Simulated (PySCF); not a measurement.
**Working with the constants of SbBr**

UHF-CCSD(T) constants of SbBr, ³Σ⁻ (triplet), unpaired electrons π ↑↑ (PySCF, scalar-relativistic core potentials, basis sets Sb cc-pVDZ-PP with ECP28, Br cc-pVDZ-PP with ECP10; masses 120.9038 and 78.9183 u):

| Property | Result |
| --- | --- |
| ωe | 247.7 cm⁻¹ |
| ωexe | 0.626 cm⁻¹ |
| Be | 0.054701 cm⁻¹ |
| αe | 0.000183 cm⁻¹ |
| De to Sb + Br | 2.11 eV |

(1) What force constant and bond length do these constants imply?

(2) Estimate the centrifugal constant D from the Kratzer relation and find the Dunham coefficient a1.

Correlated steps freeze 8 core orbitals. Correlated levels converge slowly with the basis: in double zeta they bind strong bonds too weakly, by up to about 1 eV, and carry superposition errors of some tenths. Spin–orbit coupling is left out, which matters for elements this heavy, above all for dissociation energies. The state is the lowest determinant that a PBE0 search found; another state may lie lower at other levels.

## Answers

(1) Reduced mass μred = 47.750 u; k = 5.8918×10⁻⁷·μred·ωe² (u, cm⁻¹, mdyn/Å) = 1.73 mdyn/Å; Re = √(16.8576/(μred·Be)) (u, cm⁻¹, Å) = 2.540 Å.

(2) D = 4Be³/ωe² = 1.07e-08 cm⁻¹; a1 = −1 − αeωe/(6Be²) = -3.52.
